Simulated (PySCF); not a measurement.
`[SiH3]C1=CBC=C1`, C4H7BSi

Molfile (atoms numbered from 1):
```
C4H7BSi
     RDKit          3D

 13 13  0  0  0  0  0  0  0  0999 V2000
    2.2239    0.0336   -0.1407 Si  0  0  0  0  0  4  0  0  0  0  0  0
    0.3536   -0.1197   -0.1134 C   0  0  0  0  0  0  0  0  0  0  0  0
   -0.3463   -1.2438    0.1147 C   0  0  0  0  0  0  0  0  0  0  0  0
   -1.8833   -0.8673    0.0287 B   0  0  0  0  0  0  0  0  0  0  0  0
   -1.8881    0.6741   -0.2754 C   0  0  0  0  0  0  0  0  0  0  0  0
   -0.6041    1.0404   -0.3484 C   0  0  0  0  0  0  0  0  0  0  0  0
    2.6735    1.0098    0.8889 H   0  0  0  0  0  0  0  0  0  0  0  0
    2.6795    0.5319   -1.4670 H   0  0  0  0  0  0  0  0  0  0  0  0
    2.8254   -1.2956    0.1303 H   0  0  0  0  0  0  0  0  0  0  0  0
    0.1201   -2.2029    0.3091 H   0  0  0  0  0  0  0  0  0  0  0  0
   -2.8209   -1.5970    0.1567 H   0  0  0  0  0  0  0  0  0  0  0  0
   -2.7136    1.3613   -0.4145 H   0  0  0  0  0  0  0  0  0  0  0  0
   -0.2392    2.0441   -0.5512 H   0  0  0  0  0  0  0  0  0  0  0  0
  1  2  1  0
  2  3  2  0
  3  4  1  0
  4  5  1  0
  5  6  2  0
  6  2  1  0
  1  7  1  0
  1  8  1  0
  1  9  1  0
  3 10  1  0
  4 11  1  0
  5 12  1  0
  6 13  1  0
M  END
```

Computed with UKS BHandHLYP/cc-pVDZ four-point reorganisation energy, gas phase in PySCF 2.14.0. Geometry: BHandHLYP/cc-pVDZ.

(1) What is the inner reorganisation energy for hole transfer, with the ionisation energy?

(2) What is the inner reorganisation energy for electron transfer, with the electron affinity?

Results:

(1) λ = 0.294 (surface of the oxidised species) + 0.312 (surface of the starting species) = 0.606 eV. The ionisation energy is 8.44 eV vertical and 8.15 eV adiabatic without zero-point energy; at the relaxed geometry of the oxidised species the two energies differ by 7.84 eV. Largest bond changes: C6–C2 1.523 → 1.452 Å, C2–C3 1.344 → 1.398 Å, Si1–C2 1.877 → 1.927 Å, C5–C6 1.337 → 1.382 Å, B4–H11 1.195 → 1.182 Å. ⟨S²⟩ of the relaxed oxidised species 0.781.

(2) λ = 0.238 (surface of the reduced species) + 0.255 (surface of the starting species) = 0.493 eV. The electron affinity is 0.84 eV vertical and 1.08 eV adiabatic without zero-point energy; at the relaxed geometry of the reduced species the two energies differ by 1.34 eV. Largest bond changes: C6–C2 1.523 → 1.464 Å, C2–C3 1.344 → 1.389 Å, Si1–C2 1.877 → 1.834 Å, C5–C6 1.337 → 1.372 Å, C3–B4 1.585 → 1.554 Å. ⟨S²⟩ of the relaxed reduced species 0.757.

The highest occupied orbital of the reduced species is unbound in this basis, so its energies are rough.
